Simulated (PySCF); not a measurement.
Can point charges reproduce the dipole moment of `n1c(C(C)=S)c(ncc1)F`?

Coordinates (GFN2-xTB, Å) and charges (e) from the PBE0/pcSseg-1 density (PySCF):

```json
{"atom": "C1", "x": "-2.397", "y": "0.517", "z": "-0.218", "Mulliken": "-0.1275", "IAO": "-0.4351", "Hirshfeld": "-0.1265", "ESP-fitted": "-0.0836"}
{"atom": "C2", "x": "-1.493", "y": "-0.552", "z": "0.281", "Mulliken": "-0.3601", "IAO": "-0.0387", "Hirshfeld": "+0.0382", "ESP-fitted": "-0.0728"}
{"atom": "S3", "x": "-2.048", "y": "-1.884", "z": "1.042", "Mulliken": "+0.0082", "IAO": "-0.0432", "Hirshfeld": "-0.0992", "ESP-fitted": "-0.1635"}
{"atom": "C4", "x": "-0.063", "y": "-0.322", "z": "0.105", "Mulliken": "+0.0589", "IAO": "+0.0527", "Hirshfeld": "+0.0362", "ESP-fitted": "+0.3722"}
{"atom": "N5", "x": "0.352", "y": "0.945", "z": "0.061", "Mulliken": "-0.4153", "IAO": "-0.2405", "Hirshfeld": "-0.1128", "ESP-fitted": "-0.3403"}
{"atom": "C6", "x": "1.645", "y": "1.201", "z": "-0.005", "Mulliken": "+0.0816", "IAO": "-0.0519", "Hirshfeld": "+0.0114", "ESP-fitted": "-0.1123"}
{"atom": "C7", "x": "2.584", "y": "0.178", "z": "0.008", "Mulliken": "+0.0978", "IAO": "-0.0210", "Hirshfeld": "+0.0330", "ESP-fitted": "+0.2614"}
{"atom": "N8", "x": "2.197", "y": "-1.087", "z": "-0.037", "Mulliken": "-0.4001", "IAO": "-0.2560", "Hirshfeld": "-0.1524", "ESP-fitted": "-0.4873"}
{"atom": "C9", "x": "0.910", "y": "-1.335", "z": "-0.016", "Mulliken": "+0.6156", "IAO": "+0.4089", "Hirshfeld": "+0.1542", "ESP-fitted": "+0.4092"}
{"atom": "F10", "x": "0.568", "y": "-2.609", "z": "-0.166", "Mulliken": "-0.2223", "IAO": "-0.2328", "Hirshfeld": "-0.0594", "ESP-fitted": "-0.1810"}
{"atom": "H11", "x": "-2.015", "y": "1.489", "z": "0.091", "Mulliken": "+0.1550", "IAO": "+0.1772", "Hirshfeld": "+0.0456", "ESP-fitted": "+0.0513"}
{"atom": "H12", "x": "-2.408", "y": "0.506", "z": "-1.309", "Mulliken": "+0.1431", "IAO": "+0.1688", "Hirshfeld": "+0.0561", "ESP-fitted": "+0.0752"}
{"atom": "H13", "x": "-3.408", "y": "0.363", "z": "0.149", "Mulliken": "+0.1352", "IAO": "+0.1658", "Hirshfeld": "+0.0462", "ESP-fitted": "+0.0502"}
{"atom": "H14", "x": "1.922", "y": "2.244", "z": "-0.048", "Mulliken": "+0.1088", "IAO": "+0.1708", "Hirshfeld": "+0.0619", "ESP-fitted": "+0.1417"}
{"atom": "H15", "x": "3.649", "y": "0.353", "z": "0.041", "Mulliken": "+0.1212", "IAO": "+0.1751", "Hirshfeld": "+0.0674", "ESP-fitted": "+0.0797"}
```

Form Σ q r in debye for every column and set it beside the full dipole.

The full density gives (1.39, 3.35, -0.98) D, 3.76 D in size; dipole vectors point from the negative to the positive end.

```csv
scheme,μx,μy,μz,size (D),share of the full size (%),angle to the full dipole (°)
Mulliken,0.73,3.14,-0.94,3.36,89,9
IAO,1.33,3.66,-0.53,3.93,105,8
Hirshfeld,1.27,1.88,-0.56,2.34,62,11
ESP-fitted,1.43,3.41,-0.96,3.82,102,1
```

Which set comes closest?

Length of the difference vector: ESP-fitted 0.07 D, IAO 0.55 D, Mulliken 0.70 D, Hirshfeld 1.53 D. Closest: ESP-fitted. 

What is left for the Hirshfeld atoms' own dipoles?

The shares of the density sum to the whole, so what Σ q r misses lies in dipoles about the nuclei. The atomic dipoles sum to (1.39, 3.35, -0.98) − (1.27, 1.88, -0.56) = (0.12, 1.47, -0.42) D, 1.53 D in size.

With the origin at the mean of the coordinates, (0.000, 0.001, -0.001) Å, which are the largest single terms, by size, of the IAO dipole along the direction of the full one?

F10 +2.32, H14 +2.23, C9 -1.67, H15 +1.39, N5 -1.10 D; all 15 atoms together +3.89 D. The single terms depend on the origin, their sum doesn't.

Give the size of the full dipole in other units.

3.76 D = 1.479 au = 0.782 e·Å = 12.54 × 10⁻³⁰ C·m.

Geometry: GFN2-xTB, one conformer, isolated molecule.

The run behind these numbers computed NMR shieldings as well. The run took 38 s of wall time (grids of density and orbitals included) on Arm Neoverse V2, one thread, no GPU, shared host, and the process peaked at 0.92 GiB of memory.

The values belong to the conformer `[CH3:1][C:2](=[S:3])[c:4]1[n:5][cH:6][cH:7][n:8][c:9]1[F:10]`: C1–C2–C4–N5 27°.
